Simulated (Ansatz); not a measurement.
RuO4(NH3) (RuNO4H3). The state is a singlet with charge 0. Geometry relaxed at PBE-D4/def2-SVP.

```xyz
9

Ru    0.093   -0.519   -1.065
O     0.226   -1.262   -2.588
N    -0.104    0.582    1.195
H     0.363    0.027    1.924
H    -1.088    0.694    1.472
H     0.326    1.516    1.192
O    -0.684   -1.705   -0.113
O    -0.845    0.871   -1.383
O     1.714   -0.205   -0.635
```

In the def2 sets Ru takes a core potential; there is no spin–orbit coupling. The restricted singlet is unstable towards broken spin symmetry at other levels; at PBE-D4/def2-SVP this wasn't settled.

Task: Estimate the harmonic wavenumbers at RKS PBE-D4/def2-SVP (Ansatz, unscaled). Is this a minimum?

Result: 37, 168, 169, 181, 291, 291, 368, 368, 387, 502, 502, 894, 928, 929, 930, 1082, 1571, 1571, 3386, 3526, 3527 cm⁻¹. Yes, no mode is imaginary beyond noise. Zero-point energy 129.2 kJ/mol. It took 49 s on 4 threads of Arm Neoverse V1 on a shared host.
